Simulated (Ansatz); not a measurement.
`[OH][In]([Cl])[Cl]` + H₂ → `[Cl][InH][Cl]` + H₂O at 298.15 K and 1 bar (hydrogenolysis of the In–O bond).

Isolated molecules relaxed with PBE0-D4/def2-TZVP in Ansatz; ΔE leaves out vibrations. CCSD(T)/CBS adds triple-zeta CCSD(T) − MP2 to the extrapolated MP2 energy (def2 sets, frozen cores). This one scheme is used for every species. Elements past krypton have def2 core potentials. For In outer-core shells are correlated without core-valence functions, which leaves a few kJ/mol of doubt a bond. Each species was taken in one conformer, which may not be the lowest.

| species | CCSD(T)/CBS energy (Eh) | H − E (kJ/mol) | S (J/(mol·K)) |
| --- | --- | --- | --- |
| `[OH][In]([Cl])[Cl]` | -1185.26513 | 59.3 | 352.1 |
| H₂ | -1.17544 | 35.1 | 130.4 |
| `[Cl][InH][Cl]` | -1110.06218 | 36.6 | 313.4 |
| H₂O | -76.37941 | 66.4 | 188.7 |

H − E and S are ideal-gas, rigid-rotor, harmonic terms from PBE0-D4/def2-TZVP, for one conformer and one mirror image of each species. The MP2-based limit puts H₂ 0.8 mEh under its directly extrapolated value; such offsets cancel only in part. 1 Eh = 2625.50 kJ/mol, R = 8.31446 J/(mol·K).

**Question.** By hand: ΔE, ΔH, ΔS and ΔG.

**Answer.** ΔE = (-1110.06218) + (-76.37941) − (-1185.26513) − (-1.17544) = -0.00102 Eh = -2.7 kJ/mol. Δ(H − E) = 36.6 + 66.4 − 59.3 − 35.1 = 8.6, so ΔH = 5.9 kJ/mol. ΔS = 313.4 + 188.7 − 352.1 − 130.4 = 19.6 J/(mol·K). ΔG = 5.9 − 298.15 × (19.6)/1000 = 0.1 kJ/mol.

**Question.** By hand: the equilibrium constant, and the temperature at which ΔG would vanish if ΔH and ΔS stayed fixed.

**Answer.** log₁₀ K = −ΔG/(RT ln 10) = 0.0. ΔG = 0 at ΔH/ΔS = 301 K, though so small a ΔH makes that figure unsure.

TΔS isn't small against ΔH here. The sign of ΔG lies within the doubt. A doubt of 5 kJ/mol in ΔE shifts log₁₀ K by 0.9 here. Other conformers and mirror images would add mixing entropy, several J/(mol·K) or more a flexible species. These are equilibria of isolated gas molecules and say nothing of rates. Largest T1 diagnostic: 0.014 (customary marks: 0.02 for closed shells, 0.045 for open ones).
